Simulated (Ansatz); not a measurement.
`N[SiH2][SiH2]N`, relaxed with RKS PBE-D4/def2-SVP in Ansatz 0.2.0 from a rough embedded geometry. The force threshold is 0.03 eV/Å; the program also tests the step.

Charge 0, multiplicity 1.

Start:

```xyz
12

N    -1.846   -0.935    1.452
Si   -0.164   -0.764    1.086
Si    0.301    0.705   -0.748
N     1.894    0.817   -1.189
H    -2.370   -1.188    0.652
H    -2.206    0.007    1.742
H     0.526   -0.258    2.293
H     0.292   -2.144    0.744
H    -0.459    0.219   -1.955
H    -0.133    2.105   -0.465
H     2.172   -0.058   -1.649
H     1.993    1.494   -1.963
```

| step | energy (eV) | largest force (eV/Å) | largest move (Å) |
| --- | --- | --- | --- |
| 1 | -18846.8237 | 3.523 | 0.000 |
| 2 | -18847.1967 | 1.681 | 0.174 |
| 3 | -18847.2758 | 0.233 | 0.090 |
| 4 | -18847.2808 | 0.262 | 0.175 |
| 5 | -18847.2921 | 0.042 | 0.064 |
| 6 | -18847.2925 | 0.015 | 0.023 |

End:

```xyz
12

N    -1.844   -0.886    1.451
Si   -0.149   -0.727    0.999
Si    0.214    0.721   -0.834
N     1.920    0.784   -1.250
H    -2.463   -1.290    0.741
H    -2.288   -0.042    1.826
H     0.598   -0.226    2.207
H     0.362   -2.107    0.657
H    -0.743    0.299   -1.942
H    -0.207    2.123   -0.466
H     2.390   -0.109   -1.425
H     2.210    1.461   -1.963
```

Hardware: 4 threads of an Arm Neoverse V1 on a shared host. Wall time 6.5 s, peak host memory 0.14 GiB.
